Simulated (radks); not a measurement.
The numbers below are computed, except where a source is named.
Neutral iron, configuration [Ar] 3d6 4s2.

Code: a radial shooting solver on a logarithmic mesh with Libxc functionals. Model: scalar-relativistic Kohn-Sham, LDA (Slater exchange, Perdew-Wang correlation), spin-polarised, spherical densities, finite nucleus; open shells are filled with parallel spins first; Fermi nuclear charge, rms radius 3.7377 fm.

Energy parts (hartree):
total: -1270.31406
kinetic: 1284.90758
electron-nucleus: -3040.21049
Hartree: 538.38650
exchange-correlation: -53.39765

Orbitals (lengths in bohr, moments of r in powers of bohr):
orbital  occ.  eigenvalue (hartree)     <r^2>   <1/r>      <r>
1s up       1             -256.6066  0.004611   25.93  0.05856
1s down     1             -256.6059  0.004611   25.93  0.05855
2s up       1             -30.06780   0.08465   5.542   0.2677
2s down     1             -29.99478   0.08440   5.550   0.2674
2p up       3             -25.65381   0.06848   5.445   0.2360
2p down     3             -25.59740   0.06822   5.453   0.2356
3s up       1              -3.49111    0.7608   1.749   0.8114
3s down     1              -3.33948    0.7673   1.741   0.8145
3p up       3              -2.25578    0.8676   1.610   0.8571
3p down     3              -2.10811    0.8814   1.599   0.8630
3d up       5              -0.33309     1.654   1.225    1.112
3d down     1              -0.20436     2.060   1.165    1.214
4s up       1              -0.21377     9.766  0.4518    2.897
4s down     1              -0.18556     11.02  0.4230    3.074

The highest occupied level is 4s down at -5.049 eV. The density falls to 0.001 e/bohr^3 at r = 4.46 bohr. The spin density at the nucleus is 0.063 e/bohr^3 (1s -0.066, 2s -1.926, 3s 0.979, 4s 1.077). The electron density at the nucleus is 1.513e+04 e/bohr^3 (large components only). Spin moment in Bohr magnetons: 4. Summed over all electrons, <r^2> = 38.48 bohr^2, which gives a Langevin (diamagnetic) susceptibility term of -30.5 x 10^-6 cm^3/mol.
